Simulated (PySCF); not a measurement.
How the method changes the constants of SeF⁺

State: ³Σ⁻ (triplet), unpaired electrons π ↑↑. Set-up: PySCF, scalar-relativistic core potentials, basis sets Se cc-pVDZ-PP with ECP10, F cc-pVDZ. De refers to Se⁺ + F in their high-spin ground configurations, without counterpoise correction. The functionals are run spin-unrestricted. A positive dipole points towards F; it is taken about the centre of mass and depends on that origin. Levels whose curve was spin-contaminated or gave no clean fit are not listed.

```csv
Level,Re (Å),ωe (cm⁻¹),De (eV),μ (D),"CPU s a point (SCF and correlation, without the integrals)"
UHF-CCSD(T),1.712,764,2.32,n/a,2.6
PBE,1.720,761,3.79,-1.91,0.56
revPBE,1.726,751,3.50,-1.93,0.31
r²SCAN,1.701,791,3.29,-2.03,0.59
B3LYP,1.705,789,3.28,-2.14,0.49
PBE0,1.693,810,3.08,-2.17,0.69
M06,1.693,805,3.28,-2.40,0.6
CAM-B3LYP,1.690,821,3.27,-2.19,0.66
```

Question: Which functional lies closest to UHF-CCSD(T) in De, which farthest, and by how much do they differ from it?

Answer: Closest is PBE0 (-1.9 pm in Re, +6.0 % in ωe, +0.76 eV in De against UHF-CCSD(T) in the same basis), farthest PBE (+0.8 pm in Re, -0.4 % in ωe, +1.47 eV in De). CCSD(T) converges more slowly with the basis than the functionals do and binds too weakly in this one, so the order can change at the basis-set limit.

Question: What does a quarter of exact exchange do here, going from PBE to PBE0?

Answer: PBE0 less PBE: -2.7 pm in Re, +6.4 % in ωe, -0.71 eV in De. Exact exchange removes part of the self-interaction that spreads semilocal densities, and in most molecules shortens and stiffens the bond and lowers De; so it does here.

Correlated steps freeze 5 core orbitals. Correlated levels converge slowly with the basis: in double zeta they bind strong bonds too weakly, by up to about 1 eV, and carry superposition errors of some tenths. Spin–orbit coupling is left out. For an ion De counts to the pair picked by the measured ionisation energies or electron affinities, which need not be the lowest pair at this level. The state was picked by a PBE0 search and need not be the measured ground state.

The whole job (state search and all levels along the bond) took about 1.6 min on 1 thread of Arm Neoverse V2 (shared host), peak memory 0.43 GiB.
